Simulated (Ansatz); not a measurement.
AgNClH3⁺, that is Ag(NH3)Cl with one electron fewer. Charge 1, multiplicity 2. Geometry PBE-D4/def2-TZVP, that of the neutral singlet; atoms count from 1.

```xyz
6

Ag   -0.703   -1.027    0.021
N     0.514    0.752   -0.015
H     0.294    1.367    0.771
H     0.368    1.283   -0.876
H     1.509    0.521    0.041
Cl   -1.982   -2.897    0.058
```

In the def2 sets Ag takes a core potential; there is no spin–orbit coupling.

**Question.** Estimate the Mulliken populations from the PBE0/def2-TZVP orbitals of Ansatz.

**Answer.** 
| atom | charge (e) | spin (α − β) | d electrons |
| --- | --- | --- | --- |
| Ag1 | 0.55 | 0.12 | 9.75 |
| N2 | -0.64 | 0.00 | – |
| H3 | 0.31 | 0.00 | – |
| H4 | 0.31 | 0.00 | – |
| H5 | 0.31 | 0.00 | – |
| Cl6 | 0.15 | 0.88 | – |
Mulliken values and Mayer orders depend strongly on the basis.

**Question.** Where does the spin sit?

**Answer.** Summed by element: Ag 0.12, N 0.00, H 0.00, Cl 0.88, of 1 unpaired in all. Largest on single atoms: Cl6 0.88, Ag1 0.12, N2 0.00.

**Question.** And the Mayer bond orders between bonded heavy atoms (over 0.3)?

**Answer.** Ag1–N2 0.52 (2.16 Å); Ag1–Cl6 0.82 (2.27 Å).
